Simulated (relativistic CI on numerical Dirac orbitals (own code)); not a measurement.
Ti+ in a cubic cluster: L2,3 absorption with charge transfer

Computed with a charge-transfer multiplet model of a cubic metal-ligand cluster with up to one ligand hole, Slater and spin-orbit integrals from Dirac-Coulomb-Breit ions, Slater integrals scaled by 0.8. The ground state mixes d3 with configurations of k ligand holes L, whose averages lie at kΔ + k(k − 1)U_dd/2; a core hole lowers each added d electron by U_cd. 300 K, Lorentzian 0.4 eV and Gaussian 0.3 eV FWHM.

Atomic integrals in eV (Slater integrals scaled, ζ unscaled), ground: F2dd 5.409, F4dd 3.320, zeta_d 0.009; with the core hole: F2dd 6.267, F4dd 3.860, zeta_d 0.017, zeta_core 3.750, F2cd 3.325, G1cd 2.308, G3cd 1.307.

Cluster parameters (eV): Δ = 8.6, U_dd = 4.4, 10Dq = 0.35, 10Dq(ligand) = 0.8, V(eg) = 1.3, V(t2g) = -0.57, final-state hopping factor = 0.8.

| Case | n_d | d3 | d4L | S |
| --- | --- | --- | --- | --- |
| U_cd = 3.4 eV | 3.08 | 0.92 | 0.08 | 1.50 |
| U_cd = 5.2 eV | 3.08 | 0.92 | 0.08 | 1.50 |
| U_cd = 5.8 eV | 3.08 | 0.92 | 0.08 | 1.50 |

Weights, n_d and S are thermal averages at 300 K. Photon energies count from the first peak over 30 % of the highest in each spectrum, which can be another peak from case to case. The parameters are a model scan and need not match a compound or its usual spin state. Peaks in eV (height, largest 100):
- U_cd = 3.4 eV: 0.0 (100), 1.9 (20), 4.2 (41), 5.0 (45), 6.1 (58)
- U_cd = 5.2 eV: 0.0 (100), 1.9 (20), 4.2 (41), 5.0 (45), 6.1 (58)
- U_cd = 5.8 eV: 0.0 (100), 2.0 (20), 4.3 (41), 5.1 (46), 6.1 (57)

Curve for U_cd = 3.4 eV (points under 2 left out, the grid thinned):

(E (eV), Intensity): (-3.1, 2.1), (-2.8, 3.1), (-2.5, 3.8), (-2.3, 5.0), (-2.0, 8.8), (-1.7, 13.4), (-1.4, 17.1), (-1.2, 21.9), (-0.9, 37.1), (-0.6, 59.7), (-0.3, 89.6), (0.0, 100.0), (0.2, 95.0), (0.5, 84.2), (0.8, 59.9), (1.1, 42.5), (1.3, 32.0), (1.6, 22.1), (1.9, 20.4), (2.2, 16.7), (2.4, 12.3), (2.7, 8.6), (3.0, 8.2), (3.3, 11.4), (3.6, 21.7), (3.8, 31.2), (4.1, 40.4), (4.4, 36.9), (4.7, 37.1), (4.9, 42.4), (5.2, 41.5), (5.5, 38.8), (5.8, 49.9), (6.1, 57.7), (6.3, 53.0), (6.6, 32.2), (6.9, 16.8), (7.2, 10.6), (7.4, 7.7), (7.7, 5.2), (8.0, 4.3), (8.3, 3.7), (8.5, 3.3), (8.8, 2.6), (9.1, 2.1)

For the case U_cd = 5.2 eV, Δ = 8.6 eV is larger than U_dd = 4.4 eV, the Mott-Hubbard side of the Zaanen-Sawatzky-Allen scheme. With the core hole the configuration with one ligand hole lies at Δ + U_dd − U_cd = 9.6, 7.8, 7.2 eV from the one without, in the order of the table; where this is negative the screened configuration lies lower.
